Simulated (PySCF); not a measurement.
Sn(Cl)2(OH)(NH2) (Cl2H3NOSn), SMILES [NH2][Sn]([OH])([Cl])[Cl].

The structure is a stationary point at B3LYP-D3(BJ)/def2-SVP. The structure was generated by enumeration; whether it is a known compound was not checked. The def2 effective core potentials stand for the cores of Sn; spin–orbit coupling is left out. The values are those of a single conformer.

Two levels are set side by side: PBE/def2-TZVP (PySCF) and M06-2X/def2-TZVP (PySCF). Same geometry, gas phase. Differences are taken from unrounded values.

```csv
quantity,M06-2X,PBE,PBE minus M06-2X
orbital gap (eV),8.59,3.68,-4.91
highest occupied level (eV),-9.94,-7.02,2.92
lowest empty level (eV),-1.35,-3.34,-1.99
dipole moment (D),1.42,1.55,0.13
mean polarisability (bohr³),71.3,76.4,5.2
```

PBE's occupied levels lie high since its potential decays too fast outside the molecule; exact exchange lowers them and widens the gap. Loosely held outer electrons make PBE densities more polarisable. Differences between two approximate levels are no errors against the true value.

Rough cost on one machine, each run with all the roots and properties that it gave: M06-2X against PBE about 4 times.
